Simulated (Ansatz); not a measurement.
Calculated with Ansatz (gas phase, PBE0-D4/def2-TZVP geometries, no zero-point term in ΔE). CBS: MP2 limit from def2 TZ/QZ plus the TZ coupled-cluster correction, frozen cores. This one scheme is used for every species. Functionals use def2-TZVPP. Triplets are unrestricted, without spin–orbit coupling. def2 core potentials past Kr. For In outer-core shells are correlated without core-valence functions, which leaves a few kJ/mol of doubt a bond. Each species was taken in one conformer, which may not be the lowest.

Reaction (formal loss of a carbene): `[CH3][InH][CH2]F` → `[CH2]` (triplet) + `F[CH2][InH2]`

Problem. Is it downhill or uphill in electronic energy at CCSD(T)/CBS, and by how much? (An estimate is asked.)

Solution. Ansatz gave: Uphill: ΔE = +465.3 kJ/mol.

Problem. What do these levels give: PBE-D4, PBE0-D4, ωB97X-V, ωB97M-V, PBE, r2SCAN, SCS-MP2/def2-TZVPP, CCSD(T)/def2-TZVPP, HF/def2-QZVPP, MP2/def2-QZVPP, HF/CBS(def2), CCSD/CBS(def2)? (Estimate.)

Solution. Ansatz gave: PBE-D4 466.0, PBE0-D4 455.6, ωB97X-V 467.7, ωB97M-V 461.5, PBE 461.2, r2SCAN 436.0, SCS-MP2/def2-TZVPP 467.1, CCSD(T)/def2-TZVPP 452.1, HF/def2-QZVPP 305.5, MP2/def2-QZVPP 477.8, HF/CBS(def2) 305.5, CCSD/CBS(def2) 452.9 kJ/mol.

Largest T1 diagnostic among the species: 0.013.

From PBE to PBE0 (25 % exact exchange), in def2-TZVPP and without D4, ΔE moves by −9.8 kJ/mol. The D4 term adds +7.6 kJ/mol with B3LYP and +4.2 kJ/mol with PBE0; it sums over pairs of atoms, weighted by their polarisabilities, and B3LYP, whose exchange is more repulsive, gets the larger term. In def2-TZVPP, CCSD(T) changes the Hartree–Fock value by +146.8 kJ/mol (the triples alone add +12.5 kJ/mol) and MP2 by +164.8 kJ/mol.

B3LYP here is the variant with VWN-RPA as its local correlation; programs differ in this.
